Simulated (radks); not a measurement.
Results of a calculation; reference values are marked as such.
Q: B0.6+, configuration 1s1.4 2s2 2p1 (fractional occupations, a model configuration). Code: a radial shooting solver on a logarithmic mesh with Libxc functionals. Model: Dirac Kohn-Sham, PBE, spin-unpolarised, spherical densities, point nucleus; open shells are shared between the two j in proportion to 2j + 1. Some entries of the table are withheld. Estimate them.

| orbital | occ. | eigenvalue (Ry) | <1/r> (bohr^-1) |
|---|---|---|---|
| 1s1/2 | 1.4 | -15.60208 | (1) |
| 2s1/2 | 2 | -1.27809 | (2) |
| 2p1/2 | 0.333333 | (3) | 0.7695 |
| 2p3/2 | 0.666667 | (4) | 0.7690 |

A: 
(1) 1s1/2 <1/r> (bohr^-1): 4.806
(2) 2s1/2 <1/r> (bohr^-1): 0.8501
(3) 2p1/2 eigenvalue (Ry): -0.82176
(4) 2p3/2 eigenvalue (Ry): -0.82125
